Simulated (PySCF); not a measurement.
H4OSiZn (SMILES [OH][Zn][SiH3]), singlet, geometry from GFN2-xTB (such geometries of metal compounds can be far from the true shape).

Here is a job for PySCF.
```python
from pyscf import gto, scf, mcscf, mrpt
import numpy

mol = gto.M(
    atom='''
Zn   -0.09282826    0.20255264   -0.51099470
O    -0.28495655    1.91948133   -0.60871861
H    -0.44016008    2.67357003   -1.16774483
Si    0.30620132   -1.35181204    1.18076914
H     0.36332917   -2.74929246    0.74120542
H    -0.72603980   -1.31820410    2.22485202
H     1.58055257   -1.11313448    1.87050909
''',
    basis='6-31g',
    verbose=3,
)

mf = scf.RHF(mol)
mf.kernel()
mc = mcscf.CASCI(mf, 5, 4)
mc.fix_spin_(ss=0.0)
mc.kernel()
occ = numpy.linalg.eigvalsh(mc.fcisolver.make_rdm1(mc.ci, mc.ncas, mc.nelecas))[::-1]
ss = mc.fcisolver.spin_square(mc.ci, mc.ncas, mc.nelecas)[0]
print('natural occupations', occ.round(4), ' <S^2>', round(ss, 4))
e2 = mrpt.NEVPT(mc).kernel()
print('E(NEVPT2) = %.10f' % (mc.e_tot + e2))
```

Problem. What does this run give for the SCF-reference HOMO-LUMO gap, nuclear repulsion energy, natural occupations of the active orbitals, SCF-reference dipole moment?

Solution. 
The SCF-reference HOMO-LUMO gap comes out as 11.11 eV and the nuclear repulsion energy is 230.3550 Eh. The natural occupations of the active orbitals is 2.00, 1.99, 0.00, 0.00, 0.00 and the SCF-reference dipole moment is 3.37 D.
